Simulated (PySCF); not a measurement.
# Telling isomers of C7H6FN3 apart by NMR

[PySCF 2.14.0 with density-fitted response routines: coordinates at the GFN2-xTB level; NMR shieldings at PBE0/pcSseg-1/GIAO; no relativistic terms; gas phase; one averaged value for each set of equivalent atoms; one computed conformer]

Referencing at the same level of theory: ¹H and ¹³C vs TMS. Splittings of carbon signals by F and P are missing where no couplings were computed. Where no couplings were computed, multiplicities follow the n + 1 count of equivalent neighbours, and m marks all less simple cases (inequivalent or close neighbours, rings, F or P nearby). Shifts are as computed. Against solution values, carbons near 30 ppm lie about +3 ppm off and those near 130 ppm about +5 ppm. Of 1211 compounds with measured shifts, 218 miss one by over three times the rms of a fit or turn the order of signals round; such compounds aren't used in these exercises.

(1) Tabulate the signals of `Cc1cccc2c(F)nnn12`, `Cc1nnn2c(F)cccc12`, `Cn1nnc2c(F)cccc21`, `Cn1nc2cccc(F)c2n1` and their relative energies.

(2) What is the quickest way to tell Cc1nnn2c(F)cccc12 from Cn1nc2cccc(F)c2n1?

(3) What is the quickest way to tell Cc1cccc2c(F)nnn12 from Cn1nnc2c(F)cccc21?

(4) What is the quickest way to tell Cn1nnc2c(F)cccc21 from Cn1nc2cccc(F)c2n1?

Answers

(1) 
```tsv
SMILES	carbon types	δC	δH	E rel. (kcal/mol)
Cc1cccc2c(F)nnn12	3×C 3×CH 1×CH3	163.1, 141.0, 128.3, 125.5, 120.4, 118.7, 20.0	7.89 (m, 1H), 7.40 (m, 1H), 7.03 (d, 1H), 3.02 (s, 3H)	6.2
Cc1nnn2c(F)cccc12	3×C 3×CH 1×CH3	158.8, 142.5, 138.3, 128.6, 118.4, 100.7, 12.9	7.75 (d, 1H), 7.36 (m, 1H), 6.80 (m, 1H), 2.92 (s, 3H)	8.6
Cn1nnc2c(F)cccc21	3×C 3×CH 1×CH3	164.7, 144.1, 141.5, 132.2, 114.7, 107.9, 34.6	7.76 (m, 1H), 7.51 (d, 1H), 7.40 (m, 1H), 4.44 (s, 3H)	1.6
Cn1nc2cccc(F)c2n1	3×C 3×CH 1×CH3	163.3, 152.8, 140.1, 131.3, 119.5, 115.9, 43.3	8.00 (d, 1H), 7.69 (m, 1H), 7.40 (m, 1H), 4.61 (s, 3H)	0.0
```

Energies are electronic energies at PBE0/pcSseg-1 on these geometries, without zero-point or thermal terms, each for the one conformer computed, which needn't be the lowest.

(2) Both give the same number of carbon signals, with the same numbers of each carbon type, so the positions decide. The first has a methyl carbon on an aromatic ring (CH3) at 12.9 ppm, the second a methyl carbon bonded to N (CH3) at 43.3 ppm. Their most deshielded carbons lie at 158.8 and 163.3 ppm.

(3) Both give the same number of carbon signals, with the same numbers of each carbon type, so the positions decide. The first has a ring-fusion aromatic carbon (C) at 125.5 ppm, the second a methyl carbon bonded to N (CH3) at 34.6 ppm. Their most deshielded carbons lie at 163.1 and 164.7 ppm.

(4) Both give the same number of carbon signals, with the same numbers of each carbon type, so the positions decide. The first has a methyl carbon bonded to N (CH3) at 34.6 ppm, the second a ring-fusion aromatic carbon (C) at 152.8 ppm. Their most deshielded carbons lie at 164.7 and 163.3 ppm.
